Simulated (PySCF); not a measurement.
## A search over the determinants of GeF

Unrestricted PBE0; PySCF, no relativity, basis sets Ge def2-SVP, F def2-SVP. Outer shells of the fragments: Ge 3d10 4s2 4p2; F 2s2 2p5.

Followed along the bond (rough minima from three points):

```
2Ms+1   unpaired  ⟨S²⟩ at the start  R at minimum (Å)  Te (eV)
    2        π ↑               0.75              1.76     0.00
    4  σ ↑, π ↑↑               3.75              1.79     4.00
```

Solutions found at the starting distance of 1.775 Å, counted from the lowest of them; the search is not exhaustive and high or unbound solutions are not listed, so other states can lie among these:

```tsv
2Ms+1	unpaired	term	E (eV)	⟨S²⟩	⟨Lz²⟩	μ (D)
2	π ↑	²Π	0.00	0.75	1.01	-1.88
2	σ ↑	²Σ⁺	3.16	0.75	0.00	-1.64
4	σ ↑, π ↑↑	⁴Σ⁻	4.00	3.75	0.00	-1.82
2	σ ↑, π ↑↓	mixed	5.08	1.76	2.01	-1.38
2	σ ↓, π ↑↑	mixed	5.35	1.77	0.00	-0.92
4	π ↑↑↑	⁴Π	6.86	3.76	1.00	2.57
4	σ ↑↑, π ↑	⁴Π	7.03	3.75	1.00	-1.28
```

A term symbol is given only where ⟨S²⟩ and ⟨Lz²⟩ are close to those of a pure state; real π, δ and φ orbitals otherwise mix terms. A positive dipole means Ge(−)F(+).

Spin–orbit coupling is left out. Counting both spins, an empty level lies below a filled one in some of these solutions, because spin and occupation are held.
